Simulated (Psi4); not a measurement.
acetic acid (C$_{2}$H$_{4}$O$_{2}$), singlet, geometry from GFN2-xTB; CCSD(T)/STO-3G in Psi4 1.11.

Psi4 was given this input:
```
memory 2 GB

molecule {
0 1
  C    -0.00315599    0.15499744    0.00211695
  O     0.17039265    1.34242476    0.01690963
  O    -1.22753391   -0.39207402    0.00355055
  H    -1.90744240    0.29943580    0.01779441
  C     1.07040744   -0.89412184   -0.01979608
  H     2.04770176   -0.42261924   -0.02046975
  H     0.96302272   -1.53432562    0.85236222
  H     0.95033928   -1.51055050   -0.90729357
}

set basis sto-3g
set freeze_core true
set mp2_type conv
set scf_type pk
set puream true
set d_convergence 1e-8

energy('ccsd(t)')
print_variables()
```

What the program printed (banner, timings and long lists left out):

```
   => Loading Basis Set <=

    Name: STO-3G
    Role: ORBITAL
    Keyword: BASIS

         ---------------------------------------------------------
                                   SCF
               by Justin Turney, Rob Parrish, Andy Simmonett
                          and Daniel G. A. Smith
                              RHF Reference
         ---------------------------------------------------------

  ==> Geometry <==

    Molecular point group: c1
    Full point group: C1

    Geometry (in Angstrom), charge = 0, multiplicity = 1:

       Center              X                  Y                   Z               Mass
    ------------   -----------------  -----------------  -----------------  -----------------
         C            0.030701683166     0.102708580230     0.001166421268    12.000000000000
         O            0.204250323166     1.290135900230     0.015959101268    15.994914619570
         O           -1.193676236834    -0.444362879770     0.002600021268    15.994914619570
         H           -1.873584726834     0.247146940230     0.016843881268     1.007825032230
         C            1.104265113166    -0.946410699770    -0.020746608732    12.000000000000
         H            2.081559433166    -0.474908099770    -0.021420278732     1.007825032230
         H            0.996880393166    -1.586614479770     0.851411691268     1.007825032230
         H            0.984196953166    -1.562839359770    -0.908244098732     1.007825032230

  Running in c1 symmetry.

  Rotational constants: A =      0.38314  B =      0.31769  C =      0.17945 [cm^-1]
  Rotational constants: A =  11486.37091  B =   9524.24530  C =   5379.85429 [MHz]
  Nuclear repulsion =  121.652885996829781

  Charge       = 0
  Multiplicity = 1
  Electrons    = 32
  Nalpha       = 16
  Nbeta        = 16

  ==> Algorithm <==

  SCF Algorithm Type is PK.
  DIIS enabled.
  MOM disabled.
  Fractional occupation disabled.
  Guess Type is SAD.
  Energy threshold   = 1.00e-08
  Density threshold  = 1.00e-08
  Integral threshold = 1.00e-12

  ==> Primary Basis <==

  Basis Set: STO-3G
    Blend: STO-3G
    Number of shells: 16
    Number of basis functions: 24
    Number of Cartesian functions: 24
    Spherical Harmonics?: true
    Max angular momentum: 1

  ==> Integral Setup <==

  Using in-core PK algorithm.
   Calculation information:
      Number of atoms:                   8
      Number of AO shells:              16
      Number of primitives:             48
      Number of atomic orbitals:        24
      Number of basis functions:        24

      Integral cutoff                 1.00e-12
      Number of threads:                 1

  Performing in-core PK
  Using 90300 doubles for integral storage.
  We computed 8906 shell quartets total.
  Whereas there are 9316 unique shell quartets.

  ==> DiskJK: Disk-Based J/K Matrices <==

    J tasked:                  Yes
    K tasked:                  Yes
    wK tasked:                  No
    Schwarz Cutoff:          1E-12

  Minimum eigenvalue in the overlap matrix is 2.1299921765E-01.
  Reciprocal condition number of the overlap matrix is 9.1120764163E-02.
    Using symmetric orthogonalization.

  ==> Pre-Iterations <==

  SCF Guess: Superposition of Atomic Densities via on-the-fly atomic UHF (no occupation information).

   -------------------------
    Irrep   Nso     Nmo
   -------------------------
     A         24      24
   -------------------------
    Total      24      24
   -------------------------

  ==> Iterations <==

                        Total Energy        Delta E     RMS |[F,P]|

   @RHF iter SAD:  -222.26258232267730   -2.22263e+02   0.00000e+00
   @RHF iter   1:  -224.64051826232574   -2.37794e+00   2.01719e-02 DIIS/ADIIS
   @RHF iter   2:  -224.75656236918297   -1.16044e-01   1.26999e-02 DIIS/ADIIS
   @RHF iter   3:  -224.80220544510132   -4.56431e-02   1.84876e-03 DIIS/ADIIS
   @RHF iter   4:  -224.80420220001440   -1.99675e-03   7.24867e-04 DIIS/ADIIS
[...]
  @RHF Final Energy:  -224.80461931593743
    Total Energy =                       -224.8046193159374297
[...]
     3        -0.238729205230846    1.083e-02    0.012142    0.045824    0.045824    0.203240
     4        -0.239021270285001    2.429e-03    0.012349    0.046906    0.046906    0.205294
     5        -0.239026633845397    6.547e-04    0.012395    0.047222    0.047222    0.205716
     6        -0.239005322795123    1.807e-04    0.012405    0.047285    0.047285    0.205744
     7        -0.239003286467982    6.121e-05    0.012408    0.047313    0.047313    0.205748
     8        -0.239003753876191    2.174e-05    0.012409    0.047322    0.047322    0.205749
     9        -0.239003700647494    6.296e-06    0.012409    0.047323    0.047323    0.205748
    10        -0.239003605250812    2.619e-06    0.012409    0.047323    0.047323    0.205747
    11        -0.239003615810529    8.841e-07    0.012409    0.047323    0.047323    0.205746
    12        -0.239003618019804    3.138e-07    0.012409    0.047323    0.047323    0.205746
    13        -0.239003632413012    9.450e-08    0.012409    0.047323    0.047323    0.205746

    Iterations converged.

    Largest TIA Amplitudes:
              8   0         0.0386136751
              5   0         0.0268723671
             11   6         0.0236665073
             11   2        -0.0158943319
              6   6         0.0104444831
              9   1         0.0103133144
             11   1         0.0096964928
              6   1         0.0082763596
              9   6         0.0070426541
              4   6        -0.0062931049

    Largest TIjAb Amplitudes:
     10  10   0   0        -0.1313822330
      5  10   0   0        -0.0464424599
     10   5   0   0        -0.0464424599
      8  10   0   0        -0.0451442845
     10   8   0   0        -0.0451442845
      7   7   2   2        -0.0446530752
      5   5   0   0        -0.0375805974
      8   8   0   0        -0.0360928881
      5   5   4   4        -0.0343402574
      8   8   4   4        -0.0336495745

    SCF energy       (wfn)                    = -224.804619315937430
    Reference energy (file100)                = -224.804619315937714

    Opposite-spin MP2 correlation energy      =   -0.163569935128189
    Same-spin MP2 correlation energy          =   -0.035561179109200
    Singles MP2 correlation energy            =   -0.000000000000000
    MP2 correlation energy                    =   -0.199131114237389
      * MP2 total energy                      = -225.003750430175103

    Opposite-spin CCSD correlation energy     =   -0.208454651915700
    Same-spin CCSD correlation energy         =   -0.030548980497312
    Singles CCSD correlation energy           =    0.000000000000000
    CCSD correlation energy                   =   -0.239003632413012
      * CCSD total energy                     = -225.043622948350730

            **************************
            *                        *
            *        CCTRIPLES       *
            *                        *
            **************************

    Wave function   =    CCSD_T
    Reference wfn   =      RHF

    Nuclear Rep. energy (wfn)                =  121.652885996829781
    SCF energy          (wfn)                = -224.804619315937430
    Reference energy    (file100)            = -224.804619315937714
    CCSD energy         (file100)            =   -0.239003632413012
    Total CCSD energy   (file100)            = -225.043622948350730

    Number of ijk index combinations:              364
    Approx. words needed per explicit thread:            2048
    Number of threads for explicit ijk threading:    1

    MKL num_threads set to 1 for explicit threading.

    (T) energy                                =   -0.006583888896859
      * CCSD(T) total energy                  = -225.050206837247572

  Variable Map:
  ----------------------------------------------------------------------------
[...]
  Array Variable Map:
  ----------------------------------------------------------------------------
[...]
[...]
```
